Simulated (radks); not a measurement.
Results of a calculation; reference values are marked as such.
Spherical quantum dot in the effective-mass picture: electrons in a parabolic well V = omega^2 r^2 / 2 with omega = 0.119, with a point charge +1 (a donor) at the centre, all in effective atomic units (hartree* = m*/eps^2 hartree, bohr* = eps/m* bohr), one dielectric constant everywhere. Level of theory: non-relativistic Kohn-Sham, LDA (Slater exchange, Perdew-Wang correlation), spin-polarised, spherical densities (a radial shooting solver with Libxc functionals). Levels are named by radial order and angular momentum (1s, 1p, 1d, 2s, ...), and open shells are averaged over m.

N = 7, configuration 1s2 1p(up 3, down 1) 2s(up 1, down 0). This is the lowest configuration that the search found. Occupied and some empty levels:

| level | occupation | eigenvalue (hartree*) | <r> (bohr*) |
|---|---|---|---|
| 1s up | 1 | 1.0002 | 2.698 |
| 1s down | 1 | 1.0292 | 2.900 |
| 1p up | 3 | 1.1087 | 5.961 |
| 2s up | 1 | 1.1166 | 5.484 |
| 1p down | 1 | 1.1306 | 6.004 |
| 2s down | 0 | 1.1432 | 5.515 |
| 1d up | 0 | 1.1731 | 6.660 |
| 1d down | 0 | 1.1940 | 6.745 |
| 1f up | 0 | 1.2472 | 7.224 |
| 1f down | 0 | 1.2663 | 7.327 |
| 2p up | 0 | 1.2834 | 6.321 |
| 2p down | 0 | 1.2980 | 6.372 |
| 1g up | 0 | 1.3293 | 7.733 |
| 1g down | 0 | 1.3461 | 7.842 |

Energy (hartree*): total 3.46996, kinetic 0.96222, external -0.84454, Hartree 4.4730, exchange-correlation -1.1207.

Electron density:

| r (bohr*) | n(r) (e/bohr*^3) |
|---|---|
| 0.498 | 0.1334 |
| 1.05 | 0.04946 |
| 1.61 | 0.02070 |
| 2.16 | 0.01006 |
| 2.72 | 0.005955 |
| 3.27 | 0.004410 |
| 3.83 | 0.003880 |
| 4.38 | 0.003685 |
| 4.94 | 0.003497 |
| 5.49 | 0.003172 |
| 6.05 | 0.002686 |
| 6.60 | 0.002099 |
| 7.16 | 0.001503 |
| 7.71 | 0.0009821 |
| 8.27 | 0.0005848 |
| 8.82 | 0.0003172 |
| 9.38 | 0.0001569 |
| 9.93 | 0.00007085 |
| 10.5 | 0.00002911 |
| 11.0 | 0.00001113 |
